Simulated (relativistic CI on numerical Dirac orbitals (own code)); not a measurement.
Hyperfine structure of In28+, mass number 113

Method of calculation: Dirac-Coulomb-Breit CI, orbitals from a KLI potential per configuration, model QED, unscaled Slater integrals (own radial code, finite nucleus).

Configuration list (outside the closed core [Ne]): 3s2 3p6 3d3, 3s2 3p5 3d4, 3s 3p6 3d4, 3s2 3p6 3d2 4s, 3s2 3p6 3d2 4p, 3s2 3p6 3d2 4d, 3s2 3p5 3d3 4s, 3s2 3p6 3d2 4f, 3s2 3p5 3d3 4p, 3s 3p6 3d3 4s, 3s2 3p6 3d 4s 4p, 3p6 3d5, 3p5 3d6, 3p5 3d5 4s, 3s2 3p6 3d 4s2, 3s2 3p6 4s2 4p, 3s2 3p6 4s2 4d, 3p6 3d4 4s, 3p5 3d4 4s2. Double excitations out of closed p, d and f shells are left out; levels of such configurations are missing from the list, as are those of other unlisted configurations, and high levels can miss mixing partners. These lack a partner that the ground configuration has and come out too high: 3s2 3p5 3d3 4p.

Nuclear spin I = 9/2, μ = 5.5208 μN, Q = 0.761 b (tables of Stone and Pyykkö). The electronic factors are computed for point nuclear moments, without core polarisation or the Bohr-Weisskopf and QED corrections.

| Level | E (cm⁻¹) | A (MHz) | B (MHz) |
| --- | --- | --- | --- |
| 3s2 3p6 3d3 4F_3/2 | 0.0 | 26720 | -6250 |
| 3s2 3p6 3d3 4F_5/2 | 46349.4 | 16080 | -4240 |
| 3s2 3p6 3d3 4F_7/2 | 78053.9 | 15130 | -2240 |
| 3s2 3p6 3d3 4P_1/2 | 109828.3 | -9705 |  |
| 3s2 3p6 3d3 2G_7/2 | 149559.9 | 16430 | 4350 |
| 3s2 3p6 3d3 2H_9/2 | 156778.8 | 15030 | 8760 |
| 3s2 3p6 3d3 4P_5/2 | 162100.5 | 6725 | 9420 |
| 3s2 3p6 3d3 2P_1/2 | 195173.9 | -1786 |  |

Levels with J = 0, under 50 % of one LS term, or S terms without an open s electron are left out. Small factors come from cancelling terms and can be off by tens of per cent or more.

At this charge energies of transitions that change n are usually good to better than 1 %, and those within a shell (Δn = 0) to a few per cent. Terms inside the open d or f shell come out 10 to 20 % too wide with unscaled integrals.

(1) Give the hyperfine levels of 3s2 3p6 3d3 4F_3/2 relative to its centre of gravity.

Results:

(1) With K = F(F + 1) − I(I + 1) − J(J + 1), E = AK/2 + B[¾K(K + 1) − I(I + 1)J(J + 1)]/[2I(2I − 1)J(2J − 1)]: F = 3: -223300, F = 4: -112300, F = 5: 22650, F = 6: 178800 MHz.

LS names give the leading component of a level, which can be under half, so a name can repeat, a term be missing and a line seem to break the LS rules.
